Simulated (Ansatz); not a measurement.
C2H7BClN (SMILES CNB(C)Cl), singlet, geometry from GFN2-xTB; PBE/6-311G** run with Ansatz (a first-principles code).

Input for Ansatz:
Ansatz 0.2 input:
```yaml
crystal:
  periodic: [false, false, false]
  atoms:
    - {symbol: B, position_ang: [0.11630215, 0.16455271, 0.14025763]}
    - {symbol: Cl, position_ang: [-0.39876202, -0.43254756, 1.70035447]}
    - {symbol: C, position_ang: [1.06390107, 1.43362178, 0.04134955]}
    - {symbol: H, position_ang: [1.99333331, 1.19531096, -0.47282420]}
    - {symbol: H, position_ang: [1.32560278, 1.82817915, 1.01906497]}
    - {symbol: H, position_ang: [0.58999240, 2.23854538, -0.51776031]}
    - {symbol: N, position_ang: [-0.35161655, -0.53215706, -0.96035985]}
    - {symbol: C, position_ang: [-0.09788550, -0.27540188, -2.36078900]}
    - {symbol: H, position_ang: [-0.95258775, -1.33273269, -0.82012630]}
    - {symbol: H, position_ang: [0.54840681, 0.59205725, -2.45952423]}
    - {symbol: H, position_ang: [-1.03329024, -0.08044276, -2.89080734]}
    - {symbol: H, position_ang: [0.39120884, -1.13459252, -2.82618127]}
basis:
  gaussian:
    orbitals: 6-311G__.json
hamiltonian:
  xc: pbe
```
The basis file holds 6-311G** in the JSON format of the Basis Set Exchange.

It wrote (shortened):

```
Functional definition: PBE
1170 factors; their error is unknown
mean field evaluation 1: about -16854.9397 eV, gradient 8.3e1 eV
mean field evaluation 2: about -16822.6759 eV, gradient 1.3e2 eV
mean field evaluation 4: about -16869.8009 eV, gradient 1.2e1 eV
mean field evaluation 8: about -16870.1116 eV, gradient 2.1e-1 eV
mean field evaluation 16: about -16870.0749 eV, gradient 2.3e-4 eV
mean field -16870.07491894 eV, -619.9638183236 hartree, gradient 4.2e-5 eV, S^2 0.000000; 0 other end points of the search recorded, 0 dependent functions left out
reference -16870.07495754 eV, -619.9638197420 hartree; 24, 24 occupied and 117, 117 virtual orbitals, 1170 factors
Total energy: -16870.07495754 eV, -619.9638197420 hartree
```
